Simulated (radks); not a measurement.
The numbers below are computed, except where a source is named.
Q: Numerical settings for neutral nickel, [Ar] 3d8 4s2. Code: a radial shooting solver on a logarithmic mesh with Libxc functionals. Model: Dirac Kohn-Sham, PBEsol, spin-unpolarised, spherical densities, point nucleus; open shells fill j = l - 1/2 first. The defaults (mesh step 0.008 in ln r, mesh end at 40 bohr or more with all orbitals vanishing there, Anderson mixing 0.5 over 9 steps, residual threshold near 1e-9 with the energy settled to 1e-9 hartree or 1e-11 of itself, here a cap of 76 iterations) give E = -1519.2846 hartree and 4s1/2 at -5.661 eV in 15 iterations. Run on one thread of a shared host, so times are rough (Arm Neoverse N1): 0.15 s of CPU time, 0.15 s wall, 15 iterations on 2669 mesh points. One setting is changed at a time: mesh step in ln r 0.2; mesh step in ln r 0.02; mesh step in ln r 0.12; mesh end (bohr) 1; mesh end (bohr) 400; residual threshold 0.001; residual threshold 1e-05; mixing 2.5; linear mixing, mixing 0.8; linear mixing, mixing 0.5; mixing history 20; iteration cap 3. Which runs fail to converge, and which converge to a wrong energy?

A: Not converged within the cap: mesh step in ln r 0.2; mesh step in ln r 0.12; linear mixing, mixing 0.8; iteration cap 3. Settled on a wrong energy, with an occupied level pushed above zero by the early mesh end: mesh end (bohr) 1 (+114 hartree). Apart from these: no run marked as converged misses the energy by more than 1 mhartree.
